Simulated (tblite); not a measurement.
Compound: C₃HN₄ (charge -1).
SMILES with atom numbers: `[N:1]#[C:2][c:3]1[cH:4][n:5][n:6][n-:7]1` (hydrogens: H8 on C4)

The geometry is computed with GFN2-xTB (gas phase).

Problem. List the bond lengths and angles at this level.

Solution. 
```
 bond  length (Å)     order
N1≡C2       1.157    triple
C2–C3       1.385    single
C3–C4       1.407  aromatic
C4–N5       1.329  aromatic
N5–N6       1.327  aromatic
N6–N7       1.298  aromatic
C3–N7       1.361  aromatic
C4–H8       1.078    single
```

Orders are formal, as drawn. A selection of angles:
```
   angle  degrees
N1–C2–C3    177.7
C2–C3–C4    128.3
C2–C3–N7    125.8
C4–C3–N7    106.0
C3–C4–N5    107.4
C3–C4–H8    129.4
N5–C4–H8    123.2
C4–N5–N6    107.1
N5–N6–N7    112.2
C3–N7–N6    107.3
```

The 2 N–N bonds span 1.298 Å (N6–N7, aromatic) to 1.327 Å (N5–N6, aromatic), a spread of 0.029 Å. C3 (substituted aromatic carbon) is planar (angles 128.3°, 125.8° and 106.0°, sum 360.0°, 0.00 Å off the plane of its three neighbours). C4 (aromatic CH next to a ring nitrogen) is planar (angles 129.4°, 123.2° and 107.4°, sum 360.0°, 0.00 Å off the plane of its three neighbours). The 2 C–C bonds span 1.385 Å (C2–C3, drawn single) to 1.407 Å (C3–C4, aromatic), a spread of 0.022 Å. The 3 C–N bonds span 1.157 Å (N1≡C2, drawn triple) to 1.361 Å (C3–N7, aromatic), a spread of 0.204 Å. The 7 heavy atoms lie in one plane (0.000 Å rms). The 5-membered ring C3–C4–N5–N6–N7 has internal angles of 106.0° to 112.2° (sum 540°, against 540° for a flat polygon); it is planar, 0.00 Å rms from its mean plane, widest ring torsion 0°.

Point group: Cs (every atom within 0.08 Å of its image). Its GFN2-xTB frequencies are all real (lowest 161 cm⁻¹).
